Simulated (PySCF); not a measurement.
H7NO2Si2. Atoms are numbered in the order given.

```xyz
12

N     -2.1686     0.3961     0.7738
Si    -0.9596     0.0190    -0.3873
O     -0.6024    -1.6067    -0.3214
O      0.5160     0.7307    -0.1360
Si     2.0858     0.2713     0.1714
H     -2.0057     0.2420     1.7650
H     -2.7647     1.2051     0.6265
H     -1.4828     0.4758    -1.6959
H     -1.3531    -2.2055    -0.2370
H      2.9020     1.5102     0.2992
H      2.1759    -0.4978     1.4466
H      2.6315    -0.5599    -0.9391
```

The structure is a stationary point at B3LYP-D3(BJ)/def2-SVP. The structure was generated by enumeration; whether it is a known compound was not checked. Other conformers were not sampled.

Calculation: PySCF with PBE/def2-TZVP.

```
Property                                                                                                        Value
---------------------------------------------------------------------------------------------  ----------------------
total energy                                                                                       -788.14140 hartree
highest occupied level                                                                                       -6.38 eV
lowest empty level                                                                                           -0.49 eV
orbital gap                                                                                                   5.89 eV
dipole moment                                                                                                  2.21 D
quadrupole, principal values (traceless, Buckingham form, about the centre of nuclear charge)  -2.57, -0.77, 3.34 D·Å
mean static polarisability                                                                       66.0 bohr³ (9.78 Å³)
polarisability, principal values                                                               60.9, 62.1, 74.9 bohr³
```
